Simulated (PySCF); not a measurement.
Computed vibrations of [TmF3(H2O)]−

[TmF3(H2O)]− (singlet in the valence; each metal's 4f electrons, 13 of them, lie in its core potential, out of spins and levels). PySCF 2.14.0, RKS PBE0, Tm lcecp-0-SVP with ECP59, F def2-SVP, O def2-SVP, H def2-SVP; non-relativistic Hamiltonian with scalar-relativistic core potentials where named; density fitting; no spin-orbit coupling. Central differences of gradients.

```xyz
7

Tm    0.1470   -0.0660    0.0660
F     1.1833    1.1899    1.4790
F    -2.0385   -0.3868    0.3868
F     1.1833   -1.4790   -1.1899
O    -1.6875    1.3772   -1.3772
H    -2.0191    1.4742   -0.4671
H    -2.0191    0.4671   -1.4742
```

Run from Python with OMP_NUM_THREADS=2. Where DIIS fails, smearing, a level shift and second-order steps follow.
It took 99 s on 2 threads of Arm Neoverse V1, on a shared host.

(1) What are the harmonic wavenumbers and infrared intensities?

(2) Is this a minimum?

An lcecp potential fixes the number of 4f electrons, so in runs with it no electron can move into or out of that shell.

Answers

(1) Modes are labelled in Cs; negative numbers are unstable modes, those under 60 cm⁻¹ near the noise; a finer grid moves soft modes by up to 10 cm⁻¹.
```json
{"cm⁻¹": "-454", "km/mol": "–", "symmetry": "a''"}
{"cm⁻¹": "60", "km/mol": "4.7", "symmetry": "a''"}
{"cm⁻¹": "76", "km/mol": "38.6", "symmetry": "a'"}
{"cm⁻¹": "104", "km/mol": "8.0", "symmetry": "a''"}
{"cm⁻¹": "109", "km/mol": "24.3", "symmetry": "a'"}
{"cm⁻¹": "144", "km/mol": "42.6", "symmetry": "a'"}
{"cm⁻¹": "257", "km/mol": "44.3", "symmetry": "a'"}
{"cm⁻¹": "393", "km/mol": "55.7", "symmetry": "a'"}
{"cm⁻¹": "429", "km/mol": "103.1", "symmetry": "a''"}
{"cm⁻¹": "436", "km/mol": "43.4", "symmetry": "a'"}
{"cm⁻¹": "574", "km/mol": "7.7", "symmetry": "a''"}
{"cm⁻¹": "858", "km/mol": "329.8", "symmetry": "a'"}
{"cm⁻¹": "1660", "km/mol": "160.0", "symmetry": "a'"}
{"cm⁻¹": "3772", "km/mol": "67.9", "symmetry": "a''"}
{"cm⁻¹": "3779", "km/mol": "87.1", "symmetry": "a'"}
```

(2) No: 1 unstable; the lowest moves the atoms so:
```
Tm   0.00  0.00  0.00
F    0.00  0.00  0.00
F    0.00 -0.03 -0.03
F    0.00  0.00  0.00
O    0.00 -0.01 -0.01
H    0.10  0.70 -0.08
H   -0.10 -0.08  0.70
```
